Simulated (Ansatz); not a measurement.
The same path of AlClH4N2 + H2 (10 atoms, charge 0, multiplicity 1) was run twice with different band settings. Lost on the way: Al1–Cl2, H5–H6. Made: Al1–H6, Cl2–H5.

All numbers below come from Ansatz, RKS PBE/6-31G*.

Relaxed end points:

```xyz
10
Properties=species:S:1:pos:R:3
Al 0.393 -0.423 -0.368
Cl 0.803 0.537 -2.222
N 1.537 -0.171 0.973
N -1.051 -1.462 -0.269
H -1.026 2.543 -0.538
H -1.407 2.681 0.097
H 2.363 0.420 0.901
H 1.448 -0.558 1.910
H -1.696 -1.601 -1.044
H -1.364 -1.966 0.559
```

```xyz
10
Properties=species:S:1:pos:R:3
Al -0.129 -0.116 0.340
Cl 0.109 2.746 -2.870
N 1.367 -0.190 1.313
N -1.229 -1.503 0.102
H -0.154 2.078 -1.765
H -0.515 1.285 -0.349
H 1.995 0.604 1.429
H 1.738 -1.009 1.794
H -2.076 -1.450 -0.463
H -1.105 -2.445 0.469
```

Common settings: movable images 7; climbing image yes; spring 5.0 eV/Å²; optimiser quadratic models (default); start path through a guess of the saddle point; iteration limit 60; end points relaxed.

| run | force threshold |
| --- | --- |
| 1 | 0.05 eV/Å |
| 2 | 0.2 eV/Å |

Q: What does each run give, and how far can it be trusted?

A: Run 1: converged after 31 iterations, highest image 1.618 eV above the first end. A vibrational analysis at the climbing image gives one clearly imaginary mode, 292i cm⁻¹: a first-order saddle point.
Run 2: converged after 10 iterations, highest image 1.639 eV above the first end. The threshold of 0.2 eV/Å is loose, so the images may lie well off the minimum-energy path. The order of the stationary point at the top wasn't checked.
The orbitals stay closed-shell, which can raise the energy where a bond breaks towards radicals; this wasn't checked here.
